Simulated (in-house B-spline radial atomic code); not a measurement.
## PBE excitations of N3+

Method: PBE. Computed with an all-electron radial atomic-structure program (B-spline basis): linear response of the closed shell [He] 2s2 with the functional's adiabatic kernel; non-relativistic, point nucleus, no spin-orbit coupling, no double excitations, S, P, D and F terms only.

Command:
```bash
python run_td.py task.json out
```
Settings (radii: box in bohr, nucleus in fm):
```
Z                        7
electrons                4
configuration            [He] 2s2
hamiltonian              nr
method                   pbe,pbe
box_radius               23.08
intervals                49
```

Time taken, with all properties: 0.1 s on 1 thread of Arm Neoverse N1 (shared host).

The lowest states, in the order of their Tamm-Dancoff energies; the method's threshold (minus the highest occupied level) is 68.08 eV. Labels give the largest channel, * marks a mixed state, and oscillator strengths are full-response dipole values. Semilocal kernels can invert the small singlet-triplet splittings of Rydberg terms. Energies in eV:

| state | full response | Tamm-Dancoff | oscillator strength |
| --- | --- | --- | --- |
| 2s → 2p 3P | ? | ? | - |
| 2s → 2p 1P | 15.199 | 16.051 | 0.595 |
| 2s → 3s 3S | 44.79 | 44.80 | - |
| 2s → 3s 1S | 46.24 | 46.27 | - |
| 2s → 3p 3P | 47.60 | 47.62 | - |
| 2s → 3p 1P | ? | ? | ? |
| 2s → 3d 3D | 49.26 | 49.30 | - |
| 2s → 3d 1D | 50.22 | 50.23 | - |
| 2s → 4s 3S | 57.20 | 57.21 | - |
| 2s → 4s 1S | 57.57 | 57.58 | - |

(1) Where does 2s → 2p 3P lie?

(2) Where does 2s → 3p 1P lie?

(3) How large is the singlet-triplet splitting of 2s → 2p (P terms) in Tamm-Dancoff?

(4) What polarisabilities and dispersion coefficient does the method give?

## Answers

(1) At 6.402 eV in full response, 7.387 eV in Tamm-Dancoff.

(2) At 48.06 eV in full response, 48.07 eV in Tamm-Dancoff, oscillator strength 0.309.

(3) 8.66 eV, from the unrounded values.

(4) Dipole 2.095 bohr³, quadrupole 1.479 bohr⁵, C6 2.068 hartree·bohr⁶ for two such species.
